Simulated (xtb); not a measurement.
trisilane (H8Si3), singlet, at a GFN2-xTB geometry. Base run: GFN0-xTB (xtb 6.7.1).

Geometry (Å):
```xyz
11

Si     1.8443     0.7781    -0.0323
Si     0.1642    -0.8127    -0.0923
Si    -1.9984    -0.0153     0.1189
H      3.1990     0.2331    -0.1476
H      1.7018     1.7536    -1.1171
H      1.8161     1.5437     1.2174
H      0.4138    -1.8245     0.9498
H      0.2764    -1.5925    -1.3378
H     -2.3203     0.9525    -0.9339
H     -2.1937     0.6816     1.3936
H     -3.0342    -1.0490     0.0549
```
Charge 0, spin multiplicity 1.
All else is at xtb's defaults.
Base energy -9.93778 Eh.

Each row names what was changed in the base input (with any setting that the change needs).

```
change         ΔE vs base (kcal/mol)  HOMO-LUMO gap (eV)
-------------  ---------------------  ------------------
base                           0.000                2.68
etemp = 10000             (withheld)                2.68
etemp = 3000                  -0.178                2.68
acc = 1000                     0.000                2.68
acc = 0.0001                   0.000                2.68
acc = 0.1                      0.000                2.68
```

Problem. Some entries are withheld; supply them.

Solution. 
- etemp = 10000, ΔE vs base (kcal/mol): -37.35
